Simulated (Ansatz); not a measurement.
`NC[SiH2]O` + `CBS` → `O[SiH2]CBS` + CH₃NH₂  (formal exchange of groups at the Si–C bond)

Computed with Ansatz on PBE0-D4/def2-TZVP structures; ΔE is electronic, products minus reactants. CCSD(T)/CBS is the MP2 limit (def2-TZVPP, def2-QZVPP) plus CCSD(T) − MP2 in def2-TZVPP, frozen cores. DFT in def2-TZVPP. B3LYP here is the variant with VWN-RPA as its local correlation; programs differ in this. Each species was taken in one conformer, which may not be the lowest.

Q: Is it downhill or uphill in electronic energy at CCSD(T)/CBS, and by how much? (Best estimate.)

A: The calculation gave: Downhill: ΔE = -17.8 kJ/mol.

Q: What do these levels give: PBE-D4, r2SCAN-D4, B3LYP-D4, ωB97X-V, ωB97M-V, PBE0, HF/def2-TZVPP, MP2/def2-TZVPP, CCSD(T)/def2-TZVPP, HF/def2-QZVPP, HF/CBS(def2), CCSD/CBS(def2)? (Best estimate.)

A: Ansatz gave: PBE-D4 -16.0, r2SCAN-D4 -17.0, B3LYP-D4 -16.5, ωB97X-V -15.1, ωB97M-V -15.2, PBE0 -15.8, HF/def2-TZVPP -16.9, MP2/def2-TZVPP -19.7, CCSD(T)/def2-TZVPP -17.7, HF/def2-QZVPP -17.3, HF/CBS(def2) -17.4, CCSD/CBS(def2) -17.4 kJ/mol.

Largest T1 diagnostic among the species: 0.013.
